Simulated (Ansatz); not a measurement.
`[O]=[Mo]([F])([F])([F])[F]`. The species carries charge 0 and has multiplicity 1. Mo takes the def2 core potential.

Cartesian coordinates in Å:
```
O -0.765 -0.701 -1.439
Mo -0.046 -0.042 -0.086
F -1.144 -0.888 1.073
F -0.402 1.665 -0.563
F 1.581 -0.743 -0.445
F 0.776 0.708 1.459
```

(1) List the harmonic frequencies (cm⁻¹, unscaled) at PBE0-D4/def2-TZVP in Ansatz. (An estimate is asked.)

(2) Is this a minimum?

(3) Give the ideal-gas thermochemistry at 298.15 K and 1 bar (rigid rotor, harmonic oscillator; point group C3v, symmetry number 3).

(4) Rotational constants (cm⁻¹)?

## Answers

(1) The calculation gave: 58, 60, 228, 228, 314, 345, 345, 617, 732, 754, 754, 1071.

(2) Yes, all 12 modes are real.

(3) Zero-point energy 32.9 kJ/mol; H(298) − E = 54.1 kJ/mol; entropy 353.8 J/(mol·K), of which translation 174.2, rotation 105.4, vibration 74.3; G(298) − E = -51.4 kJ/mol. Modes under 100 cm⁻¹ are hindered rotations or soft bends, so the harmonic entropy is rough.

(4) 0.09105, 0.08209, 0.08205.
